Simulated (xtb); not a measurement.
C₄H₈ClF, SMILES F[C@H](CCC)Cl. All values are semi-empirical tight-binding results from xtb (GFN2-xTB unless named), good for trends rather than for accurate numbers. Geometry: GFN2-xTB. The structure was generated by enumeration; whether it is a known compound was not checked. The values are those of a single conformer.

Optimised geometry:

```xyz
14

C     -3.1099    -0.2516     0.1843
C     -1.6997    -0.8260     0.1431
C     -0.6498     0.2866     0.1485
C      0.7548    -0.2837     0.1075
F      0.9727    -0.9401    -1.0641
Cl     1.9744     1.0184     0.2351
H     -3.2879     0.3863    -0.6778
H     -3.2558     0.3398     1.0853
H     -3.8446    -1.0523     0.1760
H     -1.5757    -1.4313    -0.7566
H     -1.5440    -1.4746     1.0080
H     -0.7489     0.8942     1.0489
H     -0.7889     0.9318    -0.7209
H      0.9534    -0.9978     0.9156
```

The orbital gap is 6.82 eV, the dipole moment is 2.70 D and the zero-point energy comes out as 71.1 kcal/mol. The G − E(el) at 298.15 K (modified RRHO) comes out as 50.8 kcal/mol and the static polarisability (D4 model) is 64.8 bohr³. The solvation energy, GFN2-xTB/ALPB(water) is -2.5 kcal/mol and the solvation energy, GFN2-xTB/ALPB(acetone) comes out as -5.9 kcal/mol.

Computed atomic charges and the Wiberg bond orders between heavy atoms:
charges (e) C1 -0.11, C2 -0.06, C3 -0.07, C4 0.22, F5 -0.22, Cl6 -0.18, H7 0.04, H8 0.04, H9 0.04, H10 0.05, H11 0.04, H12 0.06, H13 0.07, H14 0.07. Bond orders C1–C2 1.02, C2–C3 1.00, C3–C4 1.00, C4–F5 0.96, C4–Cl6 0.93.
